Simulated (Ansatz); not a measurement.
Atomisation energy: 6 cases among radicals of silicon compounds with O, N or halogens, in kcal/mol. Structures are relaxed separately at B3LYP-D3(BJ)/def2-TZVP in Ansatz (a program for electronic structure), one conformer each, not searched for the lowest. Valence correlation only, unless marked. Open shells are spin-unrestricted. Spin-orbit coupling is left out. No relativistic terms. Atomisation energies are electronic, to ground-state atoms; the column to compare with has the core term from cc-pwCVTZ added, other frozen-core levels have none. The column to compare with is coupled cluster with Ansatz, a level with limits of its own, on species with small T1 and stable references: CCSD(T)/CBS(cc-pV(T+d)Z,cc-pV(Q+d)Z). CBS marks a two-point X^-3 extrapolation of the correlation energy; Hartree-Fock from the larger set.

The cases are a random draw of a share (7 cases) of this class's members that had been run, up to Cl and in the lowest spin state found, with this coupled-cluster level, T1 under 0.025 (0.045 for open shells), stable and nearly pure references and no caution of the program. Left out: atoms, ions and triplets as subjects, saddle points, species that the lists mark as multireference, runs with a caution of the program, species with a measured enthalpy of formation or without the core term. The levels beside PBE were drawn at random too.

```
species (SMILES)    coupled cluster
------------------  ---------------
[CH2]O[SiH2]OC               1069.3
F[SiH2][Si](F)F               613.3
N[SiH2]N[SiH2]                847.1
CO[SiH]OC                    1071.6
F[SiH][SiH](F)F               615.2
[NH][SiH2]O[SiH2]N            982.7
```

**Question.** Rank these levels by how close they come to the coupled-cluster column on average, closest first: PBE/def2-TZVPD (Ansatz); SVWN5/def2-TZVPD (Ansatz); r2SCAN/def2-TZVPD (Ansatz); wB97M-V/def2-TZVPD (Ansatz); B2PLYP/def2-TZVPD (Ansatz).

**Answer.** wB97M-V/def2-TZVPD (mean absolute difference 3.70, signed -3.70 kcal/mol), r2SCAN/def2-TZVPD (mean absolute difference 3.95, signed -3.95 kcal/mol), PBE/def2-TZVPD (mean absolute difference 5.02, signed 0.02 kcal/mol), B2PLYP/def2-TZVPD (mean absolute difference 15.62, signed -15.62 kcal/mol), SVWN5/def2-TZVPD (mean absolute difference 115.28, signed 115.28 kcal/mol)
